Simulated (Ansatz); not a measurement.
The same molecule with X = B, Al, Ga, In. Ansatz, PBE0-D4/def2-TZVP geometries, multiplicity 1.

Elements past krypton have def2 core potentials. Scalar relativity is left out up to krypton.

| X | molecule | mean X–Cl bond length / Å | mean X–I bond length / Å | LUMO energy (PBE0/def2-TZVPP) / eV | size of the dipole moment (B3LYP/def2-TZVPP) / D | HOMO–LUMO gap (PBE/def2-TZVPP) / eV |
| --- | --- | --- | --- | --- | --- | --- |
| Al | `[Cl][Al]([Cl])[I]` | 2.074 | 2.439 | -1.50 | 0.57 | 4.72 |
| Ga | `[Cl][Ga]([Cl])[I]` | 2.120 | 2.450 | -2.17 | 0.98 | 4.06 |
| In | `[Cl][In]([Cl])[I]` | 2.302 | 2.617 | -2.94 | 1.33 | 3.40 |

Q: Give the row for X = B, `ClB(Cl)I`. (An estimate is asked.)

A: The calculation gave: 
| X | molecule | mean X–Cl bond length / Å | mean X–I bond length / Å | LUMO energy (PBE0/def2-TZVPP) / eV | size of the dipole moment (B3LYP/def2-TZVPP) / D | HOMO–LUMO gap (PBE/def2-TZVPP) / eV |
| --- | --- | --- | --- | --- | --- | --- |
| B | `ClB(Cl)I` | 1.734 | 2.118 | -1.99 | 0.08 | 3.87 |

From B to In the mean X–Cl bond length rises at each step, by 0.568 Å in all; the mean X–I bond length rises at each step, by 0.499 Å in all; the LUMO energy (PBE0/def2-TZVPP) isn't monotonic: highest at Al, lowest at In; the HOMO–LUMO gap (PBE/def2-TZVPP) isn't monotonic: highest at Al, lowest at In. Bonds lengthen as the atom grows down the group. Dipoles are sizes alone, and their direction can turn along the series.

B3LYP here is the variant with VWN-RPA as its local correlation; programs differ in this.

Spin–orbit coupling is left out; it splits and shifts lone-pair levels of the heavy atoms by tenths of an eV.
